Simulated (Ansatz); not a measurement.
The cluster Ta₂O₄⁺, relaxed as a doublet with UKS r2SCAN-D4/def2-SVP in Ansatz, starting from the GFN1-xTB geometry. Force threshold 0.02 eV/Å.

In the def2 sets Ta takes a core potential; there is no spin–orbit coupling. The structure holds 1 bond(s) between oxygen atoms. Another isomer (doublet) lies 4.48 eV lower at PBE0-D4/def2-TZVP; other spin states weren't run for this one.

Start:

```tsv
atom	x (Å)	y (Å)	z (Å)
Ta1	-0.320	-0.259	0.222
Ta2	1.675	1.360	0.660
O3	-0.226	-1.551	-1.168
O4	1.991	1.526	2.334
O5	-1.611	0.127	-1.119
O6	-1.508	-1.204	-0.929
```

Estimate the energy that the relaxation releases and the steps that it takes.

8.14 eV, in 29 steps; 2.5 min on 4 threads of Arm Neoverse V2 on a shared host. No frequencies were taken in this run, so the end may be a saddle point.

Does the start keep its bonding and symmetry?

Bonds lost: O5–O6 (atoms count from 1). Bonds formed: Ta1–O4, Ta2–O5 (atoms count from 1). Point group Cs at the start, Cs at the end, both within 0.05 Å.

Predict the relaxed structure.


| atom | x (Å) | y (Å) | z (Å) |
| --- | --- | --- | --- |
| Ta1 | -0.500 | -0.215 | 0.191 |
| Ta2 | 1.319 | 1.584 | 0.084 |
| O3 | 0.046 | -1.593 | -0.951 |
| O4 | 0.824 | 0.498 | 1.517 |
| O5 | -0.449 | 1.666 | -0.500 |
| O6 | -1.240 | -1.940 | -0.341 |
Bond lengths (bridged metal pairs left out): 6 × O–Ta 1.86 to 2.00 Å; 1 × O–O 1.46 Å.
